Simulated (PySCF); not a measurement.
**Ga²⁺ (gallium, charge +2) across methods**

[Ar] 3d10 4s1, 2S determinant. Calculation: PySCF 2.14, in x2c-TZVPPall; the spin-free X2C one-electron Hamiltonian (Gaussian nucleus).

| method | E (hartree) | mean ε 3d α (eV) | mean ε 3d β (eV) | mean ε 4s α (eV) | Σ⟨r²⟩ (bohr²) | ⟨S²⟩ |
| --- | --- | --- | --- | --- | --- | --- |
| wB97X-V | -1942.679 | -45.203 | -45.041 | -29.787 | 17.73 | 0.750 |
| CAM-B3LYP | -1942.966 | -44.329 | -44.147 | -29.194 | 17.71 | 0.750 |
| PBE0 | -1942.592 | -42.875 | -42.665 | -27.582 | 17.68 | 0.750 |
| UHF | -1941.27770 | -51.817 | -51.708 | -29.739 | 17.70 | 0.751 |
| PBE | -1942.566 | -39.564 | -39.315 | -26.668 | 17.75 | 0.750 |
| wB97X | -1942.900 | -45.134 | -45.016 | -29.799 | 17.65 | 0.750 |
| PBEsol | -1941.065 | -39.577 | -39.328 | -26.709 | 17.72 | 0.751 |
| LDA | -1939.676 | -39.938 | -39.707 | -27.001 | 17.70 | 0.750 |

(1) Estimate the same row for r2SCAN.

Answers

(1) E (hartree) = -1942.817; mean ε 3d α (eV) = -40.001; mean ε 3d β (eV) = -39.747; mean ε 4s α (eV) = -27.052; Σ⟨r²⟩ (bohr²) = 17.64; ⟨S²⟩ = 0.751.
